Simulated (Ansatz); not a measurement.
`C=[CH][Ga]([Cl])[Cl]` + H–F → `[F][Ga]([Cl])[Cl]` + `C=C`  (ligand exchange at a Ga–C bond)

Gas-phase electronic energies from Ansatz, PBE0-D4/def2-TZVP geometries. CBS: MP2 limit from def2 TZ/QZ plus the TZ coupled-cluster correction, frozen cores. This one scheme is used for every species. Functionals use def2-TZVPP. HSE06 is defined as in plane-wave codes. For Ga outer-core shells are correlated without core-valence functions, which leaves a few kJ/mol of doubt a bond. Scalar relativity is left out up to krypton. One conformer a species, not always the lowest.

| level | ΔE (kJ/mol) |
| --- | --- |
| LDA (SPW92) | -53.6 |
| r2SCAN0-D4 | -65.5 |
| HSE06-D4 | -57.7 |
| PBE-QIDH | -61.9 |
| r2SCAN0 | -67.6 |
| CCSD(T)/def2-TZVPP | -62.1 |
| SCS-MP2/def2-QZVPP | -63.0 |
| HF/CBS(def2) | -89.7 |

Problem. What does CCSD(T)/CBS give? (Best estimate.)

Solution. Computed: -54.4 kJ/mol. The listed levels differ from it by 0.8, -11.1, -3.3, -7.5, -13.2, -7.7, -8.6, -35.3 kJ/mol.

Largest T1 diagnostic among the species: 0.012.

The D4 term adds +10.1 kJ/mol with B3LYP and +5.7 kJ/mol with PBE0; it sums over pairs of atoms, weighted by their polarisabilities, and B3LYP, whose exchange is more repulsive, gets the larger term. In def2-TZVPP, CCSD(T) changes the Hartree–Fock value by +24.8 kJ/mol (the triples alone add +3.0 kJ/mol) and MP2 by +29.3 kJ/mol. From r2SCAN to r2SCAN0 (25 % exact exchange), in def2-TZVPP and without D4, ΔE moves by +3.1 kJ/mol.

B3LYP here is the variant with VWN-RPA as its local correlation; programs differ in this.
